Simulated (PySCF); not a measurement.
## How methods differ on the ionisation energy of Ge(29+)

Ge(29+) [He] 2s1 (2S) → Ge(30+) 1s2 (1S), as a difference of total energies. Calculation: PySCF 2.14, in an uncontracted even-tempered set (17 s from 8.7 bohr⁻², ratio 2.2; 8 p from 13 bohr⁻², ratio 2.4; 6 d from 40 bohr⁻², ratio 2.4; 5 f from 61 bohr⁻², ratio 2.4; 4 g from 91 bohr⁻², ratio 2.4); the non-relativistic Hamiltonian (point nucleus). Correlated levels: nothing frozen; virtual orbitals above 40 to 60 times the deepest correlated orbital energy dropped. The calculations carry no spin-orbit coupling.

| method | ionisation energy (eV) | difference from reference (eV) |
| --- | --- | --- |
| UHF | 3143.3 | -51.0 |
| LDA | 3139.9 | -54.4 |
| PBE | 3146.0 | -48.3 |
| PBE0 | 3145.4 | -48.9 |
| r2SCAN | 3141.8 | -52.5 |
| r2SCANh | 3142.0 | -52.3 |
| TPSSh | 3145.3 | -49.0 |
| MP2 (all electrons) | 3143.5 | -50.8 |
| SCS-MP2 (all electrons) | 3143.5 | -50.8 |

Reference: 3194.3 eV (theoretical estimate listed by NIST; NIST Atomic Spectra Database, ionization energies).

The gap to the reference is mostly relativistic.
